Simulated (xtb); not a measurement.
B(Cl)(GeH3)(H) (BClGeH4), SMILES Cl[BH][GeH3]. All values are semi-empirical tight-binding results from xtb (GFN2-xTB unless named), good for trends rather than for accurate numbers. Geometry: GFN2-xTB.

Optimised geometry:

Bonded distances (Å): B1–Cl2 1.679, B1–Ge3 2.015, B1–H7 1.174, Ge3–H4 1.495, Ge3–H5 1.492, Ge3–H6 1.495. Angles (°): Cl2–B1–Ge3 119.3, Cl2–B1–H7 117.5, Ge3–B1–H7 123.2, B1–Ge3–H4 114.5, B1–Ge3–H5 115.4, B1–Ge3–H6 114.5, H4–Ge3–H5 104.3, H4–Ge3–H6 102.4, H5–Ge3–H6 104.3.

For metal compounds this method's bond lengths and energies can be far off.

Computed properties:
```json
{
  "point_group_as_xtb_finds_it": "Cs",
  "orbital_gap": "3.06 eV",
  "zero_point_energy": "22.1 kcal/mol",
  "G − E(el) at 298.15 K (modified RRHO)": "3.4 kcal/mol"
}
```

Q: Give the atomic charges and the Wiberg bond orders between heavy atoms. (Estimate from the structure and the level; the computed values follow.)

A: charges (e) B1 0.30, Cl2 -0.17, Ge3 0.02, H4 -0.02, H5 -0.02, H6 -0.02, H7 -0.08. Bond orders B1–Cl2 1.27, B1–Ge3 0.85.
